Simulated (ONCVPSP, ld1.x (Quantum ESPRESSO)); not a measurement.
**Hardness and transferability of assorted potentials**

Generated with ld1.x 7.5 (TM, RRKJ, ultrasoft, PAW), atompaw 4.2 or ONCVPSP 4.0.1. The cutoff is in Ry: for ld1.x and atompaw files where the sum of valence levels is converged to 10 mRy in a Bessel basis, for ONCV files where the hardest occupied wave has 1 mHa per electron of residual kinetic energy. The error is the largest all-electron minus pseudo excitation energy over each file’s own four to seven test configurations (ionisations up to +4, promotions, holes and added fractions of an electron), all of which were solved. The labels leave out finer settings (local radius, basis sizes, second energies), which also bear on the numbers. Spin-polarised tests are not counted. The rows are a selection from randomly drawn settings: files with unsolved tests, undetermined cutoffs or missed reference levels are left out.

A true bound ghost makes a file unfit for plane-wave use even where its test errors are small: the radial tests pick states by their node count and pass the ghost by.

```csv
element,potential,cutoff (Ry),largest error (meV),bound ghosts
Be,"PAW, PBEsol, scalar-relativistic, rc 2.15/3.40/3.15 (spd), local smoothed, core correction yes, reference 2s1 2p0",6,-4.9,none
N,"ONCV, PBE, scalar-relativistic, rc 0.95/0.95/1.20 (spd), local p, core correction no, reference 2s2 2p1, qcut 8.2/12.4/7.6, projectors 2/0/2",108,+111,d
V,"ONCV, PBE, fully relativistic, rc 1.85/1.25/2.15 (spd), local smoothed, core correction no, reference 3s2 3p6 3d3 4s1, qcut 6.7/9.3/6.7, projectors 2/2/1",45,-637,none
As,"ONCV, PBE, scalar-relativistic, rc 0.85/1.15/1.15/1.05 (spdf), local smoothed, core correction yes, reference 3s2 3p6 3d10 4s2 4p3, qcut 13.9/18.9/13.6/10.3, projectors 2/2/2/1",156,-6.7,none
In,"RRKJ, PBE, scalar-relativistic, rc 1.95/2.75 (sp), local s, core correction no, reference 5s2 5p0",18,+230,none
Te,"PAW, LDA (PZ), scalar-relativistic, rc 1.70/1.85/1.60 (spd), local smoothed, core correction yes, reference 4d10 5s2 5p3.5",55,-124,none
Re,"TM semilocal, PBE, scalar-relativistic, rc 2.55/2.50/1.45 (spd), local d, core correction no, reference 5d5 6s1 6p0",35,+84,none
Tl,"ONCV, LDA (Perdew-Zunger), scalar-relativistic, rc 2.20/2.90/2.95 (spd), local smoothed, core correction yes, reference 6s2 6p1, qcut 3/2.7/3.8, projectors 1/2/1",18,+37,s
```

**Question.** Fill in the row for Mo: ultrasoft, PBEsol, scalar-relativistic, rc 3.10/2.75/2.00 (spd), local smoothed, core correction yes, reference 4d4 5s0 5p0.

**Answer.** cutoff 25 Ry, largest error -175 meV, bound ghosts: s.
